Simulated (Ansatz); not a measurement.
Input file for H6O3Si2, SMILES `O[SiH](O)O[SiH3]`:

```yaml
crystal:
  periodic: [false, false, false]
  atoms:
    - {symbol: O, position_ang: [-2.050090, 0.722466, 1.083641]}
    - {symbol: Si, position_ang: [-0.434525, 0.605765, 0.893286]}
    - {symbol: O, position_ang: [0.207122, -0.703976, 1.641543]}
    - {symbol: O, position_ang: [-0.039661, 0.422614, -0.668726]}
    - {symbol: Si, position_ang: [0.977397, -0.380036, -1.674254]}
    - {symbol: H, position_ang: [-2.605673, 0.045495, 0.693810]}
    - {symbol: H, position_ang: [0.098695, 1.867516, 1.435603]}
    - {symbol: H, position_ang: [0.074218, -0.792011, 2.586049]}
    - {symbol: H, position_ang: [2.373371, -0.310104, -1.171871]}
    - {symbol: H, position_ang: [0.897341, 0.267887, -3.006208]}
    - {symbol: H, position_ang: [0.567305, -1.802618, -1.792273]}
basis:
  gaussian: {orbitals: def2-TZVPP}
correlation: {method: ccsd_t}
output: {orbitals: {seedname: orbitals}}
```

```sh
$ ansatz run in.yaml --threads 4 --pin off --events-out ev --progress --plain --max-ram 10444MiB
```

Log, shortened:

```
Functional definition: HF
1549 factors; integrals over basis functions are off by at most 1.0e-3 eV
mean field evaluation 1: about -21934.2696 eV, gradient 5.7e1 eV
mean field evaluation 2: about -21934.5738 eV, gradient 5.7e1 eV
mean field evaluation 4: about -21940.3365 eV, gradient 3.6e0 eV
mean field evaluation 8: about -21940.4043 eV, gradient 3.0e-1 eV
mean field -21940.40454160 eV, -806.2949951635 hartree, gradient 2.8e-6 eV, S^2 0.000000; 0 other end points of the search recorded, 0 dependent functions left out
13 core orbitals not correlated: weight in the atoms' cores, before any rotation towards them, 1.000 or more for the frozen orbitals, at most 0.000 for the correlated occupied ones
reference -21940.40454160 eV, -806.2949951635 hartree; 16, 16 occupied and 232, 232 virtual orbitals, 1549 factors
second order -26.04990234 eV of doubles, -0.00000000 eV of singles
cycle   1  -26.24099363 eV  change   -1.9e-1 eV  update   1.1e-1
cycle   2  -26.86016051 eV  change   -6.2e-1 eV  update   3.0e-2
cycle   3  -26.99603381 eV  change   -1.4e-1 eV  update   1.5e-2
cycle   4  -26.97800075 eV  change    1.8e-2 eV  update   3.0e-3
cycle   5  -26.97768546 eV  change    3.2e-4 eV  update   1.3e-3
cycle   6  -26.97841064 eV  change   -7.3e-4 eV  update   3.5e-4
cycle   7  -26.97819863 eV  change    2.1e-4 eV  update   1.3e-4
cycle   8  -26.97813664 eV  change    6.2e-5 eV  update   3.6e-5
cycle   9  -26.97814148 eV  change   -4.8e-6 eV  update   1.4e-5
perturbative correction -0.90553156 eV, -0.0332776711 hartree
Total energy: -21968.28821465 eV, -807.3197012477 hartree
```

Hardware: 4 threads of an Arm Neoverse V2 on a shared host. Wall time 3.4 min, peak host memory 6.1 GiB.

Correlation energy per correlated electron: -0.871 eV. T1 diagnostic: 0.0115.
